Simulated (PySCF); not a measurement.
**Field gradients at the hydrogen positions**

Species: C₈H₁₂.
Geometry (PBE0-D3(BJ)/def2-SVP, Å), atoms numbered from 1 in this order:
```
atom  x, y, z in Å
C1     2.883    1.883   -0.820
C2     1.874    1.354   -0.408
C3     0.657    0.696    0.058
C4    -0.533    0.982   -0.871
C5    -1.800    0.289   -0.384
C6    -1.590   -1.211   -0.213
C7    -0.412   -1.502    0.710
C8     0.863   -0.818    0.229
H9     3.778    2.357   -1.176
H10    0.414    1.115    1.053
H11   -0.686    2.070   -0.951
H12   -0.276    0.627   -1.884
H13   -2.628    0.486   -1.084
H14   -2.104    0.726    0.584
H15   -1.396   -1.665   -1.202
H16   -2.506   -1.687    0.171
H17   -0.652   -1.147    1.729
H18   -0.245   -2.588    0.794
H19    1.694   -1.001    0.927
H20    1.171   -1.239   -0.744
```

Level: PBE0/pcSseg-1 (PySCF, non-relativistic); Q(2H) = 0.00286 b; rigid geometry, the same for H and D, with no vibrational averaging.

Task: Rank these positions by the coupling χzz of a deuteron there, largest first.
A. H10 (methine hydrogen)
B. H9 (alkyne hydrogen)
C. H14 (methylene hydrogen)
D. H11 (methylene hydrogen)

Result: B (232 kHz), D (193 kHz), C (189 kHz), A (184 kHz).

Task: Give the electric field gradient Vzz (the principal value of largest size), its asymmetry and the 2H coupling at each hydrogen.

Result: 
| atom | bonded to | bond length (Å) | Vzz (au) | η | χzz (kHz) |
| --- | --- | --- | --- | --- | --- |
| H9 | C1 | 1.074 | 0.3456 | 0.00 | 232 |
| H10 | C3 | 1.107 | 0.2744 | 0.02 | 184 |
| H11 | C4 | 1.101 | 0.2875 | 0.02 | 193 |
| H12 | C4 | 1.104 | 0.2815 | 0.02 | 189 |
| H13 | C5 | 1.102 | 0.2883 | 0.02 | 194 |
| H14 | C5 | 1.105 | 0.2813 | 0.01 | 189 |
| H15 | C6 | 1.105 | 0.2817 | 0.01 | 189 |
| H16 | C6 | 1.102 | 0.2885 | 0.02 | 194 |
| H17 | C7 | 1.105 | 0.2813 | 0.01 | 189 |
| H18 | C7 | 1.102 | 0.2883 | 0.02 | 194 |
| H19 | C8 | 1.101 | 0.2875 | 0.02 | 193 |
| H20 | C8 | 1.104 | 0.2816 | 0.02 | 189 |

Task: How does χzz go with the bond length over the 12 C–H bonds?

Result: A straight-line fit has a slope of -14.0 kHz for each 0.01 Å, with a correlation coefficient of -1.00, over lengths from 1.074 to 1.107 Å. The longer bonds have the smaller couplings here.

Isolated species at its PBE0-D3(BJ)/def2-SVP geometry (one conformer only). These gradients aren't converged with respect to the basis.
